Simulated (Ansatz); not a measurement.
System: C6H14S, net charge 0, singlet state. 
Coordinates optimised at B3LYP-D3(BJ)/def2-TZVP (Ansatz, a program for electronic structure):
SMILES: CCCCCSC
```xyz
21

C     -4.0240     0.6980    -0.4231
C     -2.6320     0.9168     0.1623
C     -1.6161    -0.1222    -0.3064
C     -0.2219     0.0896     0.2813
C      0.7784    -0.9545    -0.1996
S      2.4513    -0.8050     0.5000
C      3.0148     0.7162    -0.3087
H     -4.7289     1.4538    -0.0722
H     -4.0029     0.7437    -1.5147
H     -4.4186    -0.2814    -0.1420
H     -2.2738     1.9159    -0.1064
H     -2.6863     0.8977     1.2555
H     -1.5582    -0.1021    -1.4005
H     -1.9742    -1.1231    -0.0401
H      0.1313     1.0895     0.0140
H     -0.2688     0.0603     1.3732
H      0.8565    -0.9459    -1.2900
H      0.4490    -1.9549     0.0890
H      4.0565     0.8562    -0.0235
H      2.4446     1.5852     0.0166
H      2.9575     0.6218    -1.3938
```

Wanted: vertical triplet-singlet gap (E(triplet) - E(singlet); each state is the SCF solution reached for its spin), in eV. Cores are frozen in the correlated levels unless marked. UHF or UKS for open shells. No spin-orbit coupling. No relativistic terms. 

```csv
level,program,vertical triplet-singlet gap (eV)
HF/aug-cc-pV(T+d)Z,Ansatz,4.88
SVWN5/def2-TZVPD,Ansatz,4.75
PBE/def2-TZVPD,Ansatz,4.65
PBE0/def2-TZVPD,Ansatz,4.85
BHLYP/def2-TZVPD,Ansatz,5.02
wB97X-V/def2-TZVPD,Ansatz,5.21
B2PLYP/def2-TZVPD,Ansatz,4.98
MP2/aug-cc-pV(D+d)Z,Ansatz,5.15
SCS-MP2/aug-cc-pV(D+d)Z,Ansatz,5.27
```
